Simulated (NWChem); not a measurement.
# Plane-wave run on Li$_{2}$Se (fluorite type)

```
CELL_PARAMETERS angstrom
      0.00000     2.96643     2.96643
      2.96643     0.00000     2.96643
      2.96643     2.96643     0.00000
ATOMIC_POSITIONS crystal
  Se 0.00000 0.00000 0.00000
  Li 0.25000 0.25000 0.25000
  Li 0.75000 0.75000 0.75000
```

Everything below was run with NWChem. Origin of the cell: lattice set by a structure generator, not relaxed at this level; this structure type may not be the compound's usual one.

Norm-conserving pseudopotentials with valence charges Se 6, Li 1, fixed occupations, no spin-orbit coupling, density cut at twice the wavefunction cutoff.

The filled d shells of Se are in the core.

Level: LDA (Vosko), default library, cutoff 30 Ha, density from a 4×4×4 mesh. Bands run along Γ–X–U|K–Γ–L–W–X with k in units of the cell's reciprocal vectors.

**Question.** What gap does the band structure show, and how wide is the group of occupied bands?

**Answer.** It shows an indirect gap along this path of 2.71 eV from Γ to X (smallest direct gap on this path 3.36 eV). The 4 occupied bands reach 11.6 eV below the valence-band top.
